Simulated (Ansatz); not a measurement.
C$_{4}$H$_{13}$GeNO (SMILES C[N](C)[Ge]([CH3])([CH3])[OH]), singlet, at a GFN2-xTB geometry; SC-NEVPT2/STO-3G, CASSCF(4,3) (Ansatz, a first-principles code).

Here is a job for Ansatz.
Ansatz 0.2 input:
```yaml
crystal:
  periodic: [false, false, false]
  atoms:
    - {symbol: C, position_ang: [1.64046400, 0.21157628, 1.76802289]}
    - {symbol: N, position_ang: [1.30285226, -0.07627544, 0.39224399]}
    - {symbol: C, position_ang: [2.28258757, 0.47902424, -0.51698851]}
    - {symbol: Ge, position_ang: [-0.48251594, -0.07142835, -0.14326689]}
    - {symbol: C, position_ang: [-1.26221511, 1.66250395, -0.74032406]}
    - {symbol: C, position_ang: [-1.53316631, -1.04970942, 1.23815440]}
    - {symbol: O, position_ang: [-0.48074465, -1.01002926, -1.63445383]}
    - {symbol: H, position_ang: [0.87941881, -0.20376810, 2.42403881]}
    - {symbol: H, position_ang: [1.72684009, 1.28825486, 1.96598102]}
    - {symbol: H, position_ang: [2.60109547, -0.25273473, 2.01030776]}
    - {symbol: H, position_ang: [2.40415169, 1.56373925, -0.39485429]}
    - {symbol: H, position_ang: [1.97645707, 0.27564246, -1.54185261]}
    - {symbol: H, position_ang: [3.25438583, 0.00808319, -0.34037040]}
    - {symbol: H, position_ang: [-1.41877058, 2.33441554, 0.09801410]}
    - {symbol: H, position_ang: [-2.21391447, 1.47629720, -1.22543332]}
    - {symbol: H, position_ang: [-0.59991726, 2.14039209, -1.45566759]}
    - {symbol: H, position_ang: [-0.99161569, -1.92699536, 1.58004955]}
    - {symbol: H, position_ang: [-1.75349244, -0.42197083, 2.09441141]}
    - {symbol: H, position_ang: [-2.47336743, -1.37306918, 0.80199736]}
    - {symbol: H, position_ang: [0.00920926, -1.82878764, -1.59534672]}
basis:
  gaussian:
    orbitals: STO-3G
magnetization: {spin_polarized: false}
correlation: {method: sc_nevpt2, electrons: all, active_space: {window: {electrons: 4, orbitals: 3}}}
```

Question: Predict the main parts of the log of this Ansatz run.

Answer: 
```
Functional definition: HF
793 factors; integrals over basis functions are off by at most 3.8e-5 eV
mean field evaluation 1: about -63579.1999 eV, gradient 2.6e1 eV
mean field evaluation 2: about -63579.5187 eV, gradient 2.6e1 eV
mean field evaluation 4: about -63582.0287 eV, gradient 1.7e0 eV
mean field evaluation 8: about -63582.0428 eV, gradient 3.6e-4 eV
mean field -63582.04277550 eV, -2336.5969745432 hartree, gradient 3.5e-6 eV, S^2 0.000000; 0 other end points of the search recorded, 0 dependent functions left out
reference -63582.04277550 eV, -2336.5969745432 hartree; 42, 42 occupied and 19, 19 virtual orbitals, 793 factors
state -63582.39235474 eV, -2336.6098213431 hartree
state -63582.39235474 eV, -2336.6098213431 hartree; corrected -63591.01859146 eV, -2336.9268296958 hartree
state -63582.37793584 eV, -2336.6092914584 hartree
state -63582.37793584 eV, -2336.6092914584 hartree; corrected -63590.99266845 eV, -2336.9258770425 hartree
state -63582.39235474 eV, -2336.6098213431 hartree; corrected -63591.01859146 eV, -2336.9268296958 hartree
2 active orbitals were swapped for others, from the solution at -63582.37792417 eV, -2336.6092910295 hartree to that at -63582.39234060 eV, -2336.6098208235 hartree; typed "places" are swapped only where nearly empty or full, and so, without "given_window_search", are "orbital_numbers", "shells" and a window whose orbitals a file names under [Active]
Total energy: -63591.01859146 eV, -2336.9268296958 hartree
```
